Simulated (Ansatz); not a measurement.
Ansatz results at the PBE0-D4/def2-TZVP geometry: size of the dipole moment (B3LYP/def2-TZVPP) 1.92 D; ideal-gas entropy at 298 K and 1 bar (rigid rotor, harmonic PBE0-D4/def2-TZVP) 332 J/(mol·K); LUMO energy (ωB97M-V/def2-TZVPP) 1.85 eV.

Each molecule was computed in one conformer, which needn't be the lowest.

Problem. Which molecule gave them?
A. `ClC[SiH2]Cl`
B. `FBOCS`
C. `FC1([SiH3])BO1`
D. `ClC1C[SiH2]1`

Solution. B. The others give `ClC[SiH2]Cl`: 0.55, 331, 1.82; `ClC1C[SiH2]1`: 1.99, 305, 1.48; `FC1([SiH3])BO1`: 1.72, 323, 0.92.

B3LYP here is the variant with VWN-RPA as its local correlation; programs differ in this.
